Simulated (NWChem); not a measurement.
System meant: CuHOBr, doublet; SMILES [Cu]([OH])[Br]

The following NWChem deck was run.

```
start job
memory heap 200 mb stack 900 mb global 1100 mb
geometry units angstroms noautoz
  Cu     0.021749    -0.817671     0.000000
  Br    -0.013200     1.391196     0.000000
  O      0.094995    -2.578887     0.000000
  H     -0.740912    -3.064426     0.000000
end
basis spherical
  * library def2-svp
end
dft
  odft
  mult 3
  xc b3lyp
  iterations 150
  mulliken
end
task dft energy
```

End of the output:

```
                                 NWChem DFT Module
                                 -----------------

 Summary of "ao basis" -> "ao basis" (spherical)
 ------------------------------------------------------------------------------
       Tag                 Description            Shells   Functions and Types
 ---------------- ------------------------------  ------  ---------------------
 Cu                         def2-svp                11       31   5s3p2d1f
 Br                         def2-svp                12       32   5s4p3d
 O                          def2-svp                 6       14   3s2p1d
 H                          def2-svp                 3        5   2s1p

 Summary of "ao basis" -> "ao basis" (spherical)
 ------------------------------------------------------------------------------
       Tag                 Description            Shells   Functions and Types
 ---------------- ------------------------------  ------  ---------------------
 Cu                         def2-svp                11       31   5s3p2d1f
 Br                         def2-svp                12       32   5s4p3d
 O                          def2-svp                 6       14   3s2p1d
 H                          def2-svp                 3        5   2s1p

      Symmetry analysis of basis
      --------------------------

        a'         57
        a"         25

  number of electrons :                   73
  multiplicity        :                    3
 ------------------------------------------------------------------------
  no. of electrons and multiplicity not compatible                  73
 ------------------------------------------------------------------------
 ------------------------------------------------------------------------
  current input line :
    19: task dft energy
 ------------------------------------------------------------------------
 ------------------------------------------------------------------------
 There is an error in the input file
 ------------------------------------------------------------------------
 For more information see the NWChem manual at https://nwchemgit.github.io

0: no. of electrons and multiplicity not compatible:Received an Error in Communication
```

Task: Find the fault in this run and fix the input.

Result: The input was rejected before any calculation. Cause: the multiplicity doesn't fit the number of electrons (an even count wants an odd multiplicity, and the reverse). This input runs:
```
start job
memory heap 200 mb stack 900 mb global 1100 mb
geometry units angstroms noautoz
  Cu     0.021749    -0.817671     0.000000
  Br    -0.013200     1.391196     0.000000
  O      0.094995    -2.578887     0.000000
  H     -0.740912    -3.064426     0.000000
end
basis spherical
  * library def2-svp
end
dft
  odft
  mult 2
  xc b3lyp
  iterations 150
  mulliken
end
task dft energy
```
It converges to -4289.99469 Ha (B3LYP/def2-SVP, spin-unrestricted).
